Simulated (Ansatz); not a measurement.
`[F][Hf]([F])([F])[Cl]` + HCl → `[F][Hf]([F])([Cl])[Cl]` + H–F  (ligand exchange at the Hf–F bond)

Computed with Ansatz on PBE0-D4/def2-TZVP structures; ΔE is electronic, products minus reactants. CCSD(T)/CBS adds triple-zeta CCSD(T) − MP2 to the extrapolated MP2 energy (def2 sets, frozen cores). This one scheme is used for every species. DFT in def2-TZVPP. B3LYP here is the variant with VWN-RPA as its local correlation; programs differ in this. HSE06 is defined as in plane-wave codes. Elements past krypton have def2 core potentials. For Hf outer-core shells are correlated without core-valence functions, which leaves a few kJ/mol of doubt a bond.

`[F][Hf]([F])([F])[Cl]`:

Cartesian coordinates in Å:
```
F 0.835 -0.511 -1.651
Hf 0.047 0.056 -0.028
F 1.418 0.445 1.214
F -0.950 1.630 -0.351
Cl -1.350 -1.620 0.816
```

HCl:

Cartesian coordinates in Å:
```
Cl 0.372 -0.519 -0.028
H -0.372 0.519 0.028
```

`[F][Hf]([F])([Cl])[Cl]`:

Z-matrix (Å, degrees):
```
Hf
F 1 1.886
Cl 1 2.331 2 109.4
Cl 1 2.331 2 109.4 3 121.5
F 1 1.886 2 108.3 3 -119.2
```

H–F:

Cartesian coordinates in Å:
```
F -0.099 0.034 0.448
H 0.099 -0.034 -0.448
```

```
             level  ΔE (kJ/mol)  difference from CCSD(T)/CBS
            PBE-D4         22.0                          8.2
          B3LYP-D4         22.8                          9.0
          HSE06-D4         15.3                          1.5
          BHLYP-D4         17.6                          3.8
            B2PLYP         22.5                          8.7
              PBE0         18.1                          4.3
             B3LYP         26.7                         12.9
           r2SCANh         20.2                          6.4
RPA@PBE/def2-TZVPP         21.0                          7.2
       HF/def2-SVP         22.2                          8.4
SCS-MP2/def2-TZVPP         17.9                          4.1
     HF/def2-QZVPP         19.8                          6.0
    MP2/def2-QZVPP         10.5                         -3.3
SCS-MP2/def2-QZVPP         16.2                          2.4
      HF/CBS(def2)         20.0                          6.2
    CCSD/CBS(def2)         15.2                          1.4
       CCSD(T)/CBS         13.8                            0
```

Largest T1 diagnostic among the species: 0.016.

From r2SCAN to r2SCAN0 (25 % exact exchange), in def2-TZVPP and without D4, ΔE moves by −5.5 kJ/mol. Leaving LDA and LC-ωPBE aside and taking each functional with its dispersion term where it has one, the values, not all of them listed here, spread over 14.6 kJ/mol, from PBE-QIDH to BLYP-D4. LDA lies −3.5 kJ/mol from PBE without D4.
